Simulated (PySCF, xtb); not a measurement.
ZnCl, SMILES [Cl][Zn] (connectivity only; charge and spin as stated), neutral, multiplicity 2.

Harmonic wavenumbers (cm⁻¹) from GFN2-xTB (xtb) at its own minimum, in rising order: 248.

What does PBE0-D3(BJ)/def2-TZVP in PySCF give at its own minimum? (Estimate from the structure and the level; the computed values follow.)

370. Paired by order, the mean absolute difference is 123 cm⁻¹ and the zero-point energies are 0.4 and 0.5 kcal/mol.
